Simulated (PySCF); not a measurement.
Al(Br)(Me)(OMe) (C2H6AlBrO), SMILES C[O][Al]([CH3])[Br]. Atoms are numbered in the order given.

```xyz
11

Al     0.6526    -0.5763     0.0000
Br    -0.3976     1.4430     0.0000
C      2.5840    -0.7223     0.0000
H      2.9069    -1.7750     0.0000
H      3.0138    -0.2255     0.8858
H      3.0138    -0.2255    -0.8858
O     -0.3290    -1.9552     0.0000
C     -1.6912    -2.2780     0.0000
H     -1.9436    -2.8802     0.8911
H     -2.3389    -1.3815     0.0000
H     -1.9436    -2.8802    -0.8911
```
Charge 0, spin multiplicity 1.

Geometry optimised at B3LYP-D3(BJ)/def2-SVP. The values are those of a single conformer.

The numbers are results of PySCF with PBE/def2-TZVP, not measurements.

ESP charges are fitted to the potential on shells at 1.4 to 2.0 van der Waals radii. Atomic charges (e):

```csv
atom,meta-Löwdin,ESP fit
Al1,…,0.85
Br2,…,-0.29
C3,-0.65,-0.85
H4,0.14,0.21
H5,0.14,0.20
H6,0.14,0.20
O7,-0.59,-0.41
C8,…,-0.16
H9,0.11,0.10
H10,0.10,0.06
H11,0.11,0.10
```

**Question.** What belongs in the gaps? (An estimate is asked for; the answer gives what the named calculation found.)

**Answer.** 
- Al1, meta-Löwdin: 0.92
- Br2, meta-Löwdin: -0.31
- C8, meta-Löwdin: -0.12
